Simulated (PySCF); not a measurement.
# Continuum solvent and chemical shifts

Geometry:
| atom | x (Å) | y (Å) | z (Å) |
| --- | --- | --- | --- |
| B1 | 2.638 | 0.214 | -0.444 |
| N2 | 2.120 | -1.063 | -0.719 |
| B3 | 0.797 | -1.586 | -1.021 |
| N4 | -0.420 | -0.937 | -0.795 |
| C5 | -1.702 | -1.563 | -1.137 |
| C6 | -2.732 | -0.456 | -0.950 |
| C7 | -2.135 | 0.353 | 0.195 |
| C8 | -0.648 | 0.351 | -0.145 |
| H9 | 1.922 | 1.183 | -0.387 |
| H10 | 3.833 | 0.334 | -0.283 |
| H11 | 2.831 | -1.784 | -0.801 |
| H12 | 0.746 | -2.701 | -1.496 |
| H13 | -1.689 | -1.966 | -2.161 |
| H14 | -1.917 | -2.407 | -0.456 |
| H15 | -2.793 | 0.165 | -1.859 |
| H16 | -3.740 | -0.845 | -0.743 |
| H17 | -2.306 | -0.165 | 1.153 |
| H18 | -2.549 | 1.367 | 0.285 |
| H19 | -0.004 | 0.469 | 0.739 |
| H20 | -0.404 | 1.184 | -0.828 |

GIAO PBE0/pcSseg-1 in PySCF on one PBE0-D3(BJ)/def2-SVP conformer, non-relativistic, equivalent nuclei averaged. Solvents enter as an IEF-PCM continuum (chloroform with ε = 4.7, dichloromethane with ε = 8.9) around the gas-phase geometry. Shifts are referred to BF3·OEt2, TMS computed in the same medium.

Gas phase, δ in ppm: B1 43.9, B3 26.7, C5/C8 53.1, C6/C7 29.5, H11 6.12, H9/H10 5.29, H12 4.61, H13/H14/H19/H20 3.37, H15/H16/H17/H18 1.68. Dipole moment 1.88 D.

Question: How does each δ change in the continuum?

Answer: 
| atoms | environment | Δδ, chloroform | Δδ, dichloromethane |
| --- | --- | --- | --- |
| B1 | boron bonded to N, 2 H | -0.2 | -0.2 |
| B3 | boron bonded to 2 N, H | +0.2 | +0.3 |
| C5/C8 | sp3 CH2 bonded to N | +0.7 | +0.9 |
| C6/C7 | sp3 CH2 in a ring | +0.5 | +0.6 |
| H11 | hydrogen on a nitrogen bonded to 2 B | +0.33 | +0.39 |
| H9/H10 | hydrogen on a boron bonded to N | -0.08 | -0.10 |
| H12 | hydrogen on a boron bonded to 2 N | -0.06 | -0.07 |
| H13/H14/H19/H20 | hydrogen on an sp3 CH2 bonded to N | +0.01 | +0.01 |
| H15/H16/H17/H18 | hydrogen on an sp3 CH2 in a ring | +0.06 | +0.07 |

Changes are relative to the gas phase. The dipole moment becomes 2.20 D in chloroform, 2.26 D in dichloromethane.

Question: Which of the listed nuclei move most (in ppm), and what does the model miss? (N and O are left out, as their reference compounds move with the solvent too.)

Answer: C5/C8 (sp3 CH2 bonded to N, +0.9 ppm) in dichloromethane. A continuum only polarises the solute; specific hydrogen bonds, the anisotropy of aromatic solvents and changes of geometry or conformer are outside it.
